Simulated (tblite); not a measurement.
Compound: C₈H₇OP.
Structure used (GFN2-xTB), in Å, numbered top down from 1:
```
atom  x, y, z in Å
C1    -2.9828    0.2248   -0.2114
O2    -1.9956   -0.7771   -0.2138
C3    -0.7045   -0.4238    0.0239
C4     0.2235   -1.4704    0.0072
C5     1.5561   -1.2300    0.2350
C6     2.0094    0.0731    0.4888
C7     3.3662    0.3210    0.7205
P8     4.8808    0.5862    0.9765
C9     1.0775    1.1149    0.5042
C10   -0.2620    0.8728    0.2748
H11   -3.0495    0.7217    0.7618
H12   -2.7999    0.9716   -0.9906
H13   -3.9214   -0.2867   -0.4178
H14   -0.1362   -2.4681   -0.1891
H15    2.2672   -2.0428    0.2207
H16    1.4157    2.1226    0.6986
H17   -0.9516    1.7023    0.2941
```

Level: GFN2-xTB in tblite, geometry and Hessian alike; calculated harmonic values, unscaled, isolated species. Errors from tens to a few hundred cm⁻¹ against measured bands are possible. One conformer, not necessarily the lowest.

Harmonic wavenumbers (cm⁻¹): 58.0, 81.9, 111.3, 198.3, 236.1, 244.6, 327.9, 373.2, 399.6, 439.5, 486.6, 502.8, 608.1, 651.5, 669.4, 803.1, 821.9, 854.5, 898.8, 915.5, 996.5, 1063.8, 1121.8, 1124.1, 1151.0, 1157.2, 1188.4, 1255.6, 1265.8, 1322.0, 1401.5, 1410.0, 1461.2, 1472.1, 1482.8, 1547.4, 1590.6, 1724.4, 2933.1, 2946.3, 3030.0, 3080.2, 3085.7, 3101.0, 3107.6.

A = 4874, B = 483.7, C = 441.2 MHz; mass 150.023 u (most abundant isotopes); point group Cs, symmetry number 1.

Problem. Zero-point energy?

Solution. Half the sum of the wavenumbers: 27351 cm⁻¹ = 78.20 kcal/mol.

Problem. Give the ideal-gas entropy at 350 K and 1 bar in the rigid-rotor, harmonic-oscillator model (classical rotation).

Solution. Translation 41.75, rotation 30.59, vibration 30.37: S = 102.7 cal/(mol K).

Problem. And Cp and H(350 K) − H(0)?

Solution. Cp = 41.23 cal/(mol K), of which vibrations give 33.28 (their classical limit is 45 R = 89.4); H(350 K) − H(0) = 8.53 kcal/mol without the zero-point energy, 5.75 from vibrations.

Problem. Blend soft modes into free rotors: weight 1/[1 + (100 cm⁻¹/ν̃)⁴] for the oscillator and the rest for a rotor with moment μB/(μ + B), μ = h/(8π²ν), B = 10⁻⁴⁴ kg m². What vibrational entropy results?

Solution. 28.31 cal/(mol K) in place of 30.37, which changes −T·S at 350 K by +0.72 kcal/mol.

Problem. How do the functions run with temperature in this model?

Solution. 
```csv
T (K),S (cal/(mol K)),Cp (cal/(mol K)),H − H(0) (kcal/mol),G − H(0) (kcal/mol),ln q(vib)
50,59.2,12.1,0.48,-2.48,0.36
100,69.1,17.1,1.21,-5.70,1.31
298.15,96.5,36.4,6.52,-22.26,5.80
373.15,105.4,43.3,9.51,-29.83,7.57
500,119.6,53.4,15.67,-44.11,10.57
750,144.1,67.2,30.90,-77.16,16.32
1000,164.7,75.8,48.86,-115.82,21.68
```

q(vib) and H(0) count from the zero-point level.

Hindered rotation and anharmonicity are outside this model. Other conformers, if any are populated, would add a mixing term that is left out.
